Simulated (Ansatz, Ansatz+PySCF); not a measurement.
```xyz
3

O     0.0000    0.0000   -0.4204
O     0.0000    1.0607    0.2102
O     0.0000   -1.0607    0.2102
```

Basis set: def2-SVP (spherical functions). Left uncorrelated: 3 orbitals. Charge 0, multiplicity 1.

Computed with Ansatz (development build ahead of 0.2.0); each method stands on the lowest determinant of its kind that the runs found. Restricted open shells among the atoms or ions are ROHF, correlated in semicanonical orbitals with singles. Restricted functionals stand beside restricted open-shell atoms, which can lie above the unrestricted atoms usual in DFT and then raise those values.

(1) Give the atomization energy at this shape (free ground-state atoms in the same class of orbitals less the molecule, no zero-point energy) of singlet O3 by ωB97X (unrestricted), ωB97X (restricted), r²SCAN (unrestricted), r²SCAN (restricted), PBE (restricted), PBE (unrestricted), PBE0 (unrestricted), PBE0 (restricted), UHF-CCSDT(Q), RHF-CCSD(T), RHF-CCSD, UHF-CCSD(T), RHF-MP2, UHF-MP2, UHF, RHF.

Results:

(1)

| method | atomization energy |
| --- | --- |
| ωB97X (unrestricted) | 6.12 eV |
| ωB97X (restricted) | 6.25 eV |
| r²SCAN (unrestricted) | 6.57 eV |
| r²SCAN (restricted) | 6.83 eV |
| PBE (restricted) | 8.25 eV |
| PBE (unrestricted) | 8.10 eV |
| PBE0 (unrestricted) | 6.16 eV |
| PBE0 (restricted) | 6.28 eV |
| UHF-CCSDT(Q) | 5.23 eV |
| RHF-CCSD(T) | 5.06 eV |
| RHF-CCSD | 4.32 eV |
| UHF-CCSD(T) | 4.84 eV |
| RHF-MP2 | 6.07 eV |
| UHF-MP2 | 4.47 eV |
| UHF | -0.46 eV |
| RHF | -2.04 eV |

Caution for ωB97X (unrestricted), PBE0 (unrestricted), UHF-CCSDT(Q), UHF-CCSD(T), UHF-MP2, UHF: the determinant breaks the point group. Caution for ωB97X (unrestricted), PBE0 (unrestricted): the unrestricted determinant is spin contaminated. Caution for UHF-CCSDT(Q), UHF-CCSD(T), UHF-MP2, UHF: the unrestricted determinant is a mixture of spin states. Caution for RHF-CCSD(T), RHF-CCSD, RHF-MP2, RHF: an unrestricted determinant lies well below. Caution for RHF-CCSD(T), RHF-CCSD, UHF-CCSD(T): the program doubts this total. Caution for UHF-CCSD(T), UHF-MP2: another reference gives a lower total. Caution for RHF: the molecule lies well above its atoms at this level.
